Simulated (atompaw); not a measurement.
# What one change does to a pseudopotential (gallium, PAW (atompaw))

| Quantity | Value |
| --- | --- |
| Element | Ga |
| Generator | atompaw 4.2.0.5 |
| Type | PAW |
| Functional | LDA (PW92) |
| Relativity | scalar-relativistic |
| Frozen core | [Ar] |
| Valence charge | 13 |
| Reference configuration | 3d10 4s2 4p1 |
| Partial waves | 4s (bound): rc 1.95 bohr; 4s channel at 4.2 Ry: rc 2.25 bohr; 4p (bound): rc 2.25 bohr; 4p channel at 3.75 Ry: rc 2.25 bohr; 3d (bound): rc 0.90 bohr; 3d channel at -0.75 Ry: rc 0.90 bohr |
| Local potential | bessel scheme, radius 1.95 bohr |
| Core correction | smooth core density matched at 1.25 bohr |
| Augmentation charge | besselshape compensation charge, radius 1.85 bohr; PAW radius 2.25 bohr; waves and projectors: modrrkj vanderbiltortho |

Change: wave 3d channel at -0.75 Ry: rc 0.90 bohr becomes 3d channel at -0.75 Ry: rc 1.74 bohr.

Cutoffs: the cutoffs (Ry, on a coarse ladder) from which the occupation-weighted sum of valence levels, in a spherical-Bessel basis at the reference potential, stays within 10 and 1 mRy of its value at 400 Ry; they do not see the model core or the augmentation charge, which bear on the density cutoff.

Q: What does the change do?

A: The potential gets harder (140 Ry and 300 Ry → 180 Ry and 300 Ry); neither file shows a bound ghost.

| quantity | base | changed |
| --- | --- | --- |
| cutoff, loose | 140 Ry | 180 Ry |
| cutoff, tight | 300 Ry | 300 Ry |
| bound ghosts | none | none |
| s: phases at 2.25 bohr within 0.05 rad from the reference energy up to (Ry; the scan ends near 5) | 2.4 | 2.4 |
| p: phases at 2.25 bohr within 0.05 rad from the reference energy up to (Ry; the scan ends near 5) | -0.2 | -0.2 |
| d: phases at 2.25 bohr within 0.05 rad from the reference energy up to (Ry; the scan ends near 5) | 4.0 | to the end of the scan |
| lowest overlap eigenvalue by channel | s 0.15, p 0.50, d 0.01 | s 0.15, p 0.50, d 0.12 |

 The cutoffs see the waves, projectors and local potential, not the compensation charge or the core.
